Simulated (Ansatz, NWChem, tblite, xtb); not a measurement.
## How methods differ on AlSiNH6O (SMILES O[SiH2][NH][AlH2])

AlSiNH6O has 10 atoms, charge 0, and is taken as a singlet. As SMILES, `O[SiH2][NH][AlH2]`. Geometry: relaxed at PBE0-D4/def2-TZVP. This is one conformer, not always the lowest.

```xyz
10

O    -1.8174   -0.6938   -1.0565
Si   -0.5766    0.3739   -0.8516
N     0.6933   -0.3823    0.0096
Al    1.2333   -0.0948    1.6863
H    -2.3998   -0.5479   -1.8031
H    -1.0002    1.5438   -0.0395
H    -0.1428    0.8313   -2.2032
H     1.1594   -1.1278   -0.4930
H     0.5084    1.0306    2.5252
H     2.4254   -0.9842    2.2287
```

Quantity: the dipole moment, in D. The values are calculated.

```tsv
level	kind	program	value (D)	CPU time
IPEA1-xTB	semi-empirical	tblite	1.74	under 2 s
GFN2-xTB	semi-empirical	tblite	1.94	under 2 s
GFN1-xTB	semi-empirical	tblite	2.04	under 2 s
GFN0-xTB	semi-empirical	xtb	2.17	under 2 s
HF/STO-3G	Hartree–Fock	NWChem	0.98	4.5 s
HF/3-21G	Hartree–Fock	Ansatz	1.72	4.1 s
HF/def2-SVP	Hartree–Fock	Ansatz	1.44	11 s
B3LYP/6-31G* (spherical functions)	global hybrid	Ansatz	1.56	21 s
B3LYP/6-31G* (Cartesian functions)	global hybrid	NWChem	1.56	59 s
PBE0/6-31+G* (spherical functions)	global hybrid	Ansatz	1.42	29 s
```

The values span 0.98 to 2.17 D. Magnitudes only: a small dipole may point the other way at some levels. Sets without polarisation functions give poor dipoles. Without the sets that lack polarisation functions the rows with a basis span only 1.42 to 1.56 D. CPU times are rough (shared hosts, several kinds of processor): they show what a rung costs within a factor of a few.
